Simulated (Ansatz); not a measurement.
Which isomer of H6InNSi gives these data?

These gas-phase data were calculated for one isomer of H6InNSi at PBE0-D3(BJ)/def2-SVP (harmonic, unscaled wavenumbers; equilibrium rotational constants with average atomic masses):

| Item | Value |
| --- | --- |
| rotational constants | 24.13, 1.58, 1.509 GHz |
| all wavenumbers above 1500 cm⁻¹ | 3613, 2228, 2198, 2185, 1840, 1823 |

Candidates:

(1) `[NH2][InH][SiH3]`, a singlet
(2) `N[SiH2][InH2]`, a singlet
(3) `[SiH3][NH][InH2]`, a singlet

Question: Which candidate do the data belong to?

Answer: Candidate (3). 1 mode lies between 3250 and 3800 cm⁻¹, one for each N–H bond, while (1) has 2, (2) has 2.

The same quantities for all candidates:

```
     rotational constants (GHz)               wavenumbers above 1500 cm⁻¹  E above the lowest, PBE0-D3(BJ)/def2-SVP (kcal/mol)
(1)         9.912, 2.338, 1.934  3723, 3609, 2222, 2219, 2209, 1796, 1511                                                  3.3
(2)         14.02, 1.746, 1.589  3696, 3595, 2207, 2133, 1768, 1754, 1549                                                  1.0
(3)          24.13, 1.58, 1.509        3613, 2228, 2198, 2185, 1840, 1823                                                  0.0
```

Each candidate is one conformer. Atoms past krypton carry core potentials. Programs: Ansatz 0.2.0.
